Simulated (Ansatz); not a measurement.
Geometry optimisation, Ansatz, RKS B3LYP-D4/def2-SVPD.

Input:

```yaml
crystal:
  periodic: [false, false, false]
  atoms:
    - { symbol: B, position_ang: [-0.09292, 0.513881, -0.443972] }
    - { symbol: F, position_ang: [-0.228879, -0.06975, 2.013874] }
    - { symbol: F, position_ang: [1.000316, -0.239795, -0.475024] }
    - { symbol: "N", position_ang: [-1.330745, 0.061053, -0.872412] }
    - { symbol: H, position_ang: [-1.498599, -0.91031, -1.100256] }
    - { symbol: H, position_ang: [-2.157473, 0.641308, -0.855339] }
    - { symbol: Cl, position_ang: [0.116565, 2.274452, 0.053427] }
    - { symbol: H, position_ang: [-0.021064, 0.819661, 2.166303] }
basis:
  gaussian: { orbitals: def2-SVPD }
hamiltonian:
  xc: b3lyp
  dispersion: d4
relax:
  f_tol: 0.03
  max_steps: 50
```

Run as:

```bash
$ ansatz run input.yaml --threads 4 --pin off --max-ram 5120MiB --backend cpu --events-out ev --progress --plain --runs-dir out
```

Task: Where does it end, and by what steps?

Result: It converged. After 31 steps the energy has fallen by 0.230 eV; F3 moved furthest, 1.70 Å.

```json
{"step": "0", "energy less start (eV)": "0.0000", "largest force component (eV/Å)": "0.559", "accepted": "yes"}
{"step": "2", "energy less start (eV)": "0.0413", "largest force component (eV/Å)": "1.339", "accepted": "no"}
{"step": "4", "energy less start (eV)": "-0.0827", "largest force component (eV/Å)": "0.479", "accepted": "yes"}
{"step": "6", "energy less start (eV)": "-0.1045", "largest force component (eV/Å)": "0.101", "accepted": "yes"}
{"step": "8", "energy less start (eV)": "-0.0785", "largest force component (eV/Å)": "1.277", "accepted": "no"}
{"step": "10", "energy less start (eV)": "-0.1139", "largest force component (eV/Å)": "0.345", "accepted": "yes"}
{"step": "12", "energy less start (eV)": "-0.1152", "largest force component (eV/Å)": "0.545", "accepted": "no"}
{"step": "14", "energy less start (eV)": "-0.1252", "largest force component (eV/Å)": "0.118", "accepted": "yes"}
{"step": "16", "energy less start (eV)": "-0.1281", "largest force component (eV/Å)": "0.045", "accepted": "yes"}
{"step": "18", "energy less start (eV)": "-0.1327", "largest force component (eV/Å)": "0.158", "accepted": "yes"}
{"step": "20", "energy less start (eV)": "-0.1357", "largest force component (eV/Å)": "0.102", "accepted": "yes"}
{"step": "22", "energy less start (eV)": "-0.1447", "largest force component (eV/Å)": "0.258", "accepted": "yes"}
{"step": "24", "energy less start (eV)": "-0.1486", "largest force component (eV/Å)": "1.121", "accepted": "yes"}
{"step": "26", "energy less start (eV)": "-0.1829", "largest force component (eV/Å)": "1.228", "accepted": "yes"}
{"step": "28", "energy less start (eV)": "-0.2291", "largest force component (eV/Å)": "0.098", "accepted": "yes"}
{"step": "30", "energy less start (eV)": "-0.2295", "largest force component (eV/Å)": "0.159", "accepted": "no"}
{"step": "31", "energy less start (eV)": "-0.2302", "largest force component (eV/Å)": "0.026", "accepted": "yes"}
```

```xyz
8
Properties=species:S:1:pos:R:3
B 0.126 0.471 -0.820
F -1.324 0.678 2.346
F 0.712 0.418 -2.017
N -1.086 -0.140 -0.558
H -1.577 -0.658 -1.276
H -1.545 -0.109 0.345
Cl 1.004 1.398 0.456
H -0.523 1.033 2.011
```

Whether the end is a true minimum wasn't checked by a vibrational analysis.

Time of the run: 69 s on 4 threads of Arm Neoverse V2, on a shared host, peak memory 0.32 GiB.
